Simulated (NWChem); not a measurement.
Species: H$_{3}$S$_{2}$ cation; SMILES S[SH2+]

```xyz
5

S     -0.0532    -1.1232     0.0000
S      0.0464     0.9899     0.0000
H      1.2954    -1.2398     0.0000
H     -0.8210     1.2953     0.9989
H     -0.8210     1.2953    -0.9989
```
Atoms are numbered in this order, from 1.

Computed with NWChem. Coordinates come from a B3LYP/6-31G* (spherical d) optimisation. Vzz is the largest principal value of the second derivative of the potential at the nucleus (NWChem prints the opposite sign); η is the asymmetry. Non-relativistic.

For level PBE/def2-SVP:

```
Property        Value
-------------  ------
Vzz S1 (a.u.)  -3.338
Vzz S2 (a.u.)  -1.569
```

**Question.** What are these values for level PBE/def2-TZVP?

**Answer.** Vzz S1 (a.u.): -3.510
Vzz S2 (a.u.): -1.807
